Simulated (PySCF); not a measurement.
A species of formula C3H6OSi has this rotational fingerprint, computed with PBE0-D3(BJ)/def2-SVP geometry optimisation, gas phase in PySCF:

| Item | Value |
| --- | --- |
| Rotational constants | A = 14734, B = 2194, C = 2061 MHz |
| Dipole components | \|μa\| = 1.01 D, \|μb\| = 0.77 D, \|μc\| = 0.35 D |
| Inertial defect | -19.46 u·Å² |
| κ | -0.98 |

Question: Which candidate fits, each taken in the one conformer that was computed?
A. `[CH:1]#[C:2][SiH2:3][O:4][CH3:5]` with C2–Si3–O4–C5 -58°
B. `[CH2:1]=[CH:2][SiH2:3][CH:4]=[O:5]` with C1–C2–Si3–C4 113°, C2–Si3–C4–O5 109°
C. `[SiH3:1][O:2][CH:3]1[CH:4]=[CH:5]1` with Si1–O2–C3–C4 153°

Answer: C. It is [SiH3]OC1C=C1, a near-prolate asymmetric top, point group C1. The candidates at the same level (rigid rotor, commonest isotopes):

```json
{"SMILES": "[SiH3]OC1C=C1", "A (MHz)": "14734", "B (MHz)": "2194", "C (MHz)": "2061", "μa (D)": "1.01", "μb (D)": "0.77", "μc (D)": "0.35", "Δ (u·Å²)": "-19.46", "point group": "C1", "rotor": "near-prolate asymmetric top"}
{"SMILES": "C#C[SiH2]OC", "A (MHz)": "7108", "B (MHz)": "2539", "C (MHz)": "1988", "μa (D)": "0.51", "μb (D)": "1.18", "μc (D)": "0.70", "Δ (u·Å²)": "-15.91", "point group": "C1", "rotor": "asymmetric top"}
{"SMILES": "C=C[SiH2]C=O", "A (MHz)": "10434", "B (MHz)": "1900", "C (MHz)": "1775", "μa (D)": "2.51", "μb (D)": "0.09", "μc (D)": "0.91", "Δ (u·Å²)": "-29.62", "point group": "C1", "rotor": "near-prolate asymmetric top"}
```

`C=C[SiH2]C=O` has A 29 % too low; `C#C[SiH2]OC` has A 52 % too low. No structure here is proved a minimum.
